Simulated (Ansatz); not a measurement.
Born–Oppenheimer molecular dynamics of C$_{2}$H$_{6}$AlFSi (11 atoms, charge 0, multiplicity 1). It starts from a relaxed structure.

Theory: Ansatz, RKS PBE-D4/STO-3G.

* ensemble: NVE (Milne-controlled integrator)
* time step: 0.25 fs
* steps asked: 386
* starting velocities drawn for: 500 K
* masses: H 2.014 u
* seed: 418149

First frame:

```xyz
11
Properties=species:S:1:pos:R:3
C 0.004 -0.743 1.931
C -0.700 -1.234 0.892
Al -0.628 -0.480 -0.860
F -1.547 -1.215 -2.007
Si 0.663 1.349 -1.368
H 0.670 0.135 1.832
H -0.025 -1.170 2.951
H -1.334 -2.116 1.114
H 0.326 2.520 -0.567
H 2.085 1.118 -1.142
H 0.550 1.778 -2.756
```

Question: What does the run give?

Answer: All steps were run.

```yaml
steps_done: 386
time_covered: 96.5 fs
mean_temperature_over_the_second_half: 241 K
spread_of_the_potential_energy_over_the_second_half: 5.2 meV per atom
mean_potential_energy_of_the_second_half_above_the_start: 27.3 meV per atom
```

The conserved energy stayed within 0.00073 meV per atom of its start (net change -9.1e-05 meV per atom), so the integration is sound. The temperature averaged 0.48 of the 500 K drawn at the start: a run that starts near a minimum puts about half its kinetic energy into the potential. A run of 0.097 ps of so small a system gives no equilibrium averages. Limits of this set-up: minimal basis.

Question: What happens to the structure?

Answer: The same pairs are bonded in the first frame and the last. Pairs count as bonded within 1.25 times the sum of covalent radii (0.12 Å more for H–H). The details hang on the random start.

Question: How do temperature and energy run in time?

Answer: 
```json
{"time (fs)": "0.0", "T (K)": "500", "potential energy less start (eV)": "0.000", "conserved less start (meV/atom)": "0.00"}
{"time (fs)": "3.0", "T (K)": "292", "potential energy less start (eV)": "0.242", "conserved less start (meV/atom)": "0.00"}
{"time (fs)": "6.0", "T (K)": "221", "potential energy less start (eV)": "0.325", "conserved less start (meV/atom)": "0.00"}
{"time (fs)": "9.0", "T (K)": "204", "potential energy less start (eV)": "0.344", "conserved less start (meV/atom)": "0.00"}
{"time (fs)": "12.0", "T (K)": "239", "potential energy less start (eV)": "0.303", "conserved less start (meV/atom)": "0.00"}
{"time (fs)": "15.0", "T (K)": "293", "potential energy less start (eV)": "0.241", "conserved less start (meV/atom)": "0.00"}
{"time (fs)": "18.0", "T (K)": "273", "potential energy less start (eV)": "0.264", "conserved less start (meV/atom)": "0.00"}
{"time (fs)": "21.0", "T (K)": "284", "potential energy less start (eV)": "0.251", "conserved less start (meV/atom)": "0.00"}
{"time (fs)": "24.0", "T (K)": "169", "potential energy less start (eV)": "0.385", "conserved less start (meV/atom)": "0.00"}
{"time (fs)": "27.0", "T (K)": "291", "potential energy less start (eV)": "0.243", "conserved less start (meV/atom)": "0.00"}
{"time (fs)": "30.0", "T (K)": "256", "potential energy less start (eV)": "0.284", "conserved less start (meV/atom)": "0.00"}
{"time (fs)": "33.0", "T (K)": "160", "potential energy less start (eV)": "0.395", "conserved less start (meV/atom)": "0.00"}
{"time (fs)": "36.0", "T (K)": "185", "potential energy less start (eV)": "0.367", "conserved less start (meV/atom)": "0.00"}
{"time (fs)": "39.0", "T (K)": "253", "potential energy less start (eV)": "0.287", "conserved less start (meV/atom)": "0.00"}
{"time (fs)": "42.0", "T (K)": "362", "potential energy less start (eV)": "0.160", "conserved less start (meV/atom)": "0.00"}
{"time (fs)": "45.0", "T (K)": "271", "potential energy less start (eV)": "0.267", "conserved less start (meV/atom)": "0.00"}
{"time (fs)": "48.0", "T (K)": "229", "potential energy less start (eV)": "0.315", "conserved less start (meV/atom)": "0.00"}
{"time (fs)": "51.0", "T (K)": "184", "potential energy less start (eV)": "0.368", "conserved less start (meV/atom)": "0.00"}
{"time (fs)": "54.0", "T (K)": "171", "potential energy less start (eV)": "0.383", "conserved less start (meV/atom)": "0.00"}
{"time (fs)": "57.0", "T (K)": "265", "potential energy less start (eV)": "0.273", "conserved less start (meV/atom)": "0.00"}
{"time (fs)": "60.0", "T (K)": "272", "potential energy less start (eV)": "0.265", "conserved less start (meV/atom)": "0.00"}
{"time (fs)": "63.0", "T (K)": "257", "potential energy less start (eV)": "0.282", "conserved less start (meV/atom)": "0.00"}
{"time (fs)": "66.0", "T (K)": "214", "potential energy less start (eV)": "0.333", "conserved less start (meV/atom)": "0.00"}
{"time (fs)": "69.0", "T (K)": "243", "potential energy less start (eV)": "0.300", "conserved less start (meV/atom)": "0.00"}
{"time (fs)": "72.0", "T (K)": "251", "potential energy less start (eV)": "0.290", "conserved less start (meV/atom)": "0.00"}
{"time (fs)": "75.0", "T (K)": "163", "potential energy less start (eV)": "0.392", "conserved less start (meV/atom)": "0.00"}
{"time (fs)": "78.0", "T (K)": "245", "potential energy less start (eV)": "0.297", "conserved less start (meV/atom)": "0.00"}
{"time (fs)": "81.0", "T (K)": "297", "potential energy less start (eV)": "0.237", "conserved less start (meV/atom)": "0.00"}
{"time (fs)": "84.0", "T (K)": "322", "potential energy less start (eV)": "0.207", "conserved less start (meV/atom)": "0.00"}
{"time (fs)": "87.0", "T (K)": "303", "potential energy less start (eV)": "0.230", "conserved less start (meV/atom)": "0.00"}
{"time (fs)": "90.0", "T (K)": "290", "potential energy less start (eV)": "0.245", "conserved less start (meV/atom)": "0.00"}
{"time (fs)": "93.0", "T (K)": "194", "potential energy less start (eV)": "0.356", "conserved less start (meV/atom)": "0.00"}
{"time (fs)": "96.0", "T (K)": "185", "potential energy less start (eV)": "0.366", "conserved less start (meV/atom)": "0.00"}
```

The run took 8.2 min on 1 thread of Arm Neoverse V2, with other jobs on the host, peak memory 0.084 GiB.
